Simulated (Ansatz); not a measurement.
Steps of a relaxation of FGeH₆NOSi, SMILES `O[SiH](F)[NH][GeH3]` with RKS PBE0-D4/def2-TZVP.

```sh
$ ansatz run in.yaml --threads 2 --pin off --events-out ev --progress --plain --max-ram 31744MiB --backend cuda --devices 0, --max-vram 18GiB
```

```yaml
crystal:
  periodic: [false, false, false]
  atoms:
    - {symbol: O, position_ang: [0.614159, 0.880640, 1.673678]}
    - {symbol: Si, position_ang: [0.438604, -0.721241, 1.239058]}
    - {symbol: F, position_ang: [-0.572687, -1.528207, 2.247593]}
    - {symbol: N, position_ang: [-0.244810, -0.779840, -0.343755]}
    - {symbol: Ge, position_ang: [-0.251302, 0.634932, -1.553714]}
    - {symbol: H, position_ang: [-0.208941, 1.402190, 1.670403]}
    - {symbol: H, position_ang: [1.785233, -1.331830, 1.424850]}
    - {symbol: H, position_ang: [-0.702126, -1.636855, -0.666665]}
    - {symbol: H, position_ang: [-1.145968, 1.796608, -1.030002]}
    - {symbol: H, position_ang: [-0.838758, 0.067022, -2.871984]}
    - {symbol: H, position_ang: [1.192096, 1.159581, -1.768761]}
basis:
  gaussian: {orbitals: def2-TZVP}
hamiltonian: {xc: pbe0, dispersion: d4}
relax: {f_tol: 0.005, max_steps: 150}
```

Positions (Å) and forces (eV/Å) along the path, 12 of 15 steps:

```xyz
11
step=1 energy=-70737.9610 eV
O     0.614    0.881    1.674   -0.754   -0.699   -0.263
Si    0.439   -0.721    1.239   -0.734    0.218    0.287
F    -0.573   -1.528    2.248    0.831    0.662   -0.798
N    -0.245   -0.780   -0.344    0.083   -0.191    0.385
Ge   -0.251    0.635   -1.554   -0.015   -0.121   -0.006
H    -0.209    1.402    1.670    0.602   -0.353    0.024
H     1.785   -1.332    1.425   -0.334    0.126   -0.059
H    -0.702   -1.637   -0.667    0.311    0.567    0.235
H    -1.146    1.797   -1.030    0.153   -0.215   -0.070
H    -0.839    0.067   -2.872    0.095    0.104    0.219
H     1.192    1.160   -1.769   -0.239   -0.098    0.046
11
step=4 energy=-70738.0522 eV
O     0.577    0.854    1.694    0.140   -0.117    0.005
Si    0.423   -0.703    1.227   -0.088    0.094    0.024
F    -0.531   -1.526    2.206   -0.008   -0.034    0.048
N    -0.270   -0.747   -0.319    0.032    0.054   -0.034
Ge   -0.245    0.621   -1.556   -0.022    0.006   -0.042
H    -0.208    1.398    1.745   -0.100    0.049    0.005
H     1.759   -1.302    1.360    0.061    0.002    0.010
H    -0.687   -1.604   -0.643   -0.027   -0.049   -0.020
H    -1.119    1.789   -1.063    0.006    0.001    0.003
H    -0.824    0.044   -2.856   -0.004   -0.005   -0.004
H     1.191    1.119   -1.774    0.012   -0.001    0.005
11
step=5 energy=-70738.0535 eV
O     0.577    0.849    1.711   -0.018    0.037    0.016
Si    0.417   -0.700    1.229    0.017   -0.009   -0.013
F    -0.527   -1.535    2.209   -0.012   -0.007   -0.004
N    -0.273   -0.739   -0.321   -0.006   -0.010   -0.001
Ge   -0.246    0.619   -1.569    0.004    0.018    0.020
H    -0.207    1.398    1.773    0.011   -0.022   -0.006
H     1.762   -1.289    1.357    0.002   -0.004   -0.007
H    -0.689   -1.599   -0.646   -0.002   -0.007    0.017
H    -1.114    1.791   -1.075   -0.002    0.007   -0.015
H    -0.829    0.037   -2.866    0.005   -0.001    0.008
H     1.194    1.111   -1.781    0.001   -0.002   -0.017
11
step=6 energy=-70738.0538 eV
O     0.574    0.848    1.719   -0.025    0.032    0.010
Si    0.418   -0.700    1.230    0.019   -0.025   -0.002
F    -0.524   -1.542    2.208    0.002    0.005   -0.018
N    -0.274   -0.736   -0.319   -0.004    0.014    0.012
Ge   -0.245    0.621   -1.569    0.003   -0.014   -0.016
H    -0.214    1.392    1.783    0.016   -0.019   -0.004
H     1.765   -1.286    1.355   -0.011    0.003   -0.004
H    -0.692   -1.595   -0.642    0.000    0.009    0.009
H    -1.111    1.800   -1.087    0.006   -0.001    0.008
H    -0.829    0.034   -2.861   -0.008   -0.005   -0.004
H     1.195    1.106   -1.796    0.001    0.001    0.010
11
step=7 energy=-70738.0547 eV
O     0.553    0.850    1.737    0.004    0.003    0.016
Si    0.424   -0.695    1.229   -0.015    0.019    0.006
F    -0.502   -1.565    2.196   -0.003   -0.006   -0.007
N    -0.277   -0.727   -0.316   -0.028   -0.037   -0.004
Ge   -0.236    0.618   -1.579   -0.016    0.005    0.000
H    -0.245    1.377    1.806    0.005   -0.007   -0.010
H     1.780   -1.258    1.342    0.019   -0.001   -0.004
H    -0.722   -1.579   -0.623    0.017    0.027    0.008
H    -1.078    1.814   -1.095    0.006   -0.005   -0.007
H    -0.841    0.029   -2.862    0.003    0.002    0.005
H     1.210    1.079   -1.815    0.010    0.001   -0.003
11
step=8 energy=-70738.0551 eV
O     0.534    0.849    1.761    0.016   -0.019    0.013
Si    0.426   -0.690    1.229   -0.019    0.023    0.018
F    -0.481   -1.592    2.187    0.014    0.007   -0.015
N    -0.286   -0.715   -0.311   -0.035   -0.037   -0.005
Ge   -0.230    0.615   -1.587   -0.006    0.010   -0.001
H    -0.270    1.366    1.833   -0.003   -0.006   -0.014
H     1.794   -1.229    1.324    0.003    0.004    0.001
H    -0.744   -1.564   -0.608    0.018    0.028    0.004
H    -1.050    1.831   -1.114    0.007   -0.011   -0.005
H    -0.850    0.023   -2.861    0.005    0.003    0.006
H     1.223    1.050   -1.833   -0.001   -0.001   -0.002
11
step=9 energy=-70738.0555 eV
O     0.517    0.847    1.785    0.010   -0.033    0.004
Si    0.428   -0.685    1.230   -0.024    0.005    0.038
F    -0.459   -1.618    2.178    0.036    0.031   -0.033
N    -0.301   -0.703   -0.303   -0.016   -0.019    0.001
Ge   -0.224    0.613   -1.594   -0.004    0.007    0.002
H    -0.293    1.355    1.854   -0.002   -0.007   -0.015
H     1.806   -1.200    1.306   -0.015    0.008    0.001
H    -0.766   -1.550   -0.595    0.013    0.018    0.000
H    -1.024    1.845   -1.130    0.010   -0.010   -0.009
H    -0.854    0.017   -2.861    0.003    0.005    0.004
H     1.236    1.022   -1.849   -0.012   -0.005    0.006
11
step=10 energy=-70738.0557 eV
O     0.510    0.846    1.794    0.002   -0.029   -0.002
Si    0.428   -0.683    1.230   -0.029   -0.012    0.047
F    -0.447   -1.630    2.177    0.044    0.041   -0.040
N    -0.310   -0.699   -0.299   -0.010    0.004   -0.002
Ge   -0.224    0.612   -1.595    0.015    0.007    0.004
H    -0.302    1.352    1.854    0.002   -0.006   -0.010
H     1.811   -1.188    1.297   -0.018    0.006    0.000
H    -0.772   -1.547   -0.590    0.003    0.007   -0.001
H    -1.013    1.854   -1.139    0.001   -0.013    0.001
H    -0.857    0.017   -2.861    0.002    0.000    0.004
H     1.240    1.009   -1.847   -0.012   -0.005    0.000
11
step=12 energy=-70738.0559 eV
O     0.503    0.844    1.801   -0.014   -0.002   -0.006
Si    0.428   -0.683    1.230   -0.023   -0.016    0.030
F    -0.430   -1.642    2.178    0.020    0.023   -0.024
N    -0.325   -0.694   -0.292    0.010    0.011   -0.007
Ge   -0.222    0.611   -1.592    0.003    0.003    0.005
H    -0.311    1.351    1.837    0.012   -0.006    0.002
H     1.815   -1.177    1.284    0.002    0.000   -0.001
H    -0.783   -1.543   -0.586   -0.003   -0.004   -0.001
H    -1.002    1.858   -1.138   -0.009   -0.002   -0.003
H    -0.852    0.017   -2.860   -0.005    0.001    0.003
H     1.244    1.000   -1.842    0.007   -0.008    0.002
11
step=13 energy=-70738.0560 eV
O     0.502    0.843    1.801   -0.001    0.010    0.006
Si    0.428   -0.682    1.231    0.003   -0.014   -0.009
F    -0.430   -1.642    2.175   -0.001    0.001    0.003
N    -0.321   -0.694   -0.293   -0.001    0.002    0.002
Ge   -0.221    0.612   -1.592    0.001   -0.001   -0.003
H    -0.311    1.351    1.839   -0.001    0.001    0.001
H     1.815   -1.175    1.285    0.001    0.000    0.001
H    -0.785   -1.542   -0.585    0.000    0.000   -0.001
H    -1.002    1.858   -1.139   -0.001    0.001    0.000
H    -0.855    0.018   -2.858    0.000    0.000    0.000
H     1.246    0.997   -1.843    0.000    0.000    0.000
11
step=14 energy=-70738.0560 eV rejected
O     0.501    0.843    1.803    0.008    0.003   -0.003
Si    0.429   -0.683    1.230   -0.008    0.008    0.009
F    -0.430   -1.641    2.176    0.000   -0.007   -0.002
N    -0.322   -0.693   -0.293    0.000   -0.004   -0.004
Ge   -0.221    0.611   -1.593    0.001    0.005    0.000
H    -0.312    1.350    1.841   -0.001   -0.002    0.000
H     1.816   -1.175    1.284   -0.001    0.001   -0.001
H    -0.785   -1.540   -0.585    0.000   -0.002    0.003
H    -1.002    1.858   -1.141    0.000    0.000   -0.001
H    -0.854    0.017   -2.859    0.000   -0.001    0.000
H     1.246    0.996   -1.843    0.001    0.000    0.000
11
step=15 energy=-70738.0560 eV
O     0.502    0.843    1.802    0.001    0.003    0.001
Si    0.428   -0.682    1.230   -0.001   -0.003    0.000
F    -0.430   -1.642    2.176    0.000    0.000    0.000
N    -0.322   -0.694   -0.293    0.000    0.001    0.000
Ge   -0.221    0.612   -1.593    0.000    0.000   -0.001
H    -0.312    1.350    1.840    0.000    0.000    0.000
H     1.815   -1.175    1.285    0.000    0.000    0.000
H    -0.785   -1.541   -0.585    0.000    0.000    0.000
H    -1.002    1.858   -1.140    0.000    0.000    0.000
H    -0.854    0.018   -2.859    0.000    0.000    0.000
H     1.246    0.997   -1.843    0.000    0.000    0.000
```

Hardware: 2 threads of an AMD EPYC 7R13 on a shared host and a share of an NVIDIA H100 80 GB. Wall time 28 s, peak host memory 0.9 GiB.
